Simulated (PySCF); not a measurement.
# Sn⁺: ionisation energy

Sn⁺ [Kr] 4d10 5s2 5p1 (2P) → Sn²⁺ [Kr] 4d10 5s2 (1S), as a difference of total energies. Computed with PySCF 2.14 in aug-cc-pwCVTZ-DK3 (10s9p7d4f1g, 109 functions), with scalar relativity by spin-free X2C-1e. Correlated levels: valence: [Kr] 4d10 frozen; valence and next inner shell: [Ar] 3d10 frozen. The calculations carry no spin-orbit coupling.

```csv
method,ionisation energy (eV),plus first-order spin-orbit estimate,error of that sum (eV)
UHF,13.752,14.066,-0.567
LDA,14.415,14.729,+0.096
PBE,14.228,14.542,-0.091
PBE0,14.266,14.580,-0.053
r2SCAN,14.380,14.695,+0.062
BHandHLYP,14.219,14.534,-0.099
BP86,14.383,14.698,+0.065
TPSS,14.193,14.508,-0.125
MP2 (valence),13.965,14.279,-0.354
SCS-MP2 (valence),13.954,14.269,-0.364
MP2 (valence and next inner shell),14.142,14.456,-0.177
SCS-MP2 (valence and next inner shell),14.069,14.383,-0.250
```

Reference: 14.633 eV (measured; NIST Atomic Spectra Database, ionization energies).

A first-order spin-orbit estimate (lowest level to lowest level, LS coupling) adds 0.314 eV.

Errors of the correlated levels include the incompleteness of this basis and the frozen core.
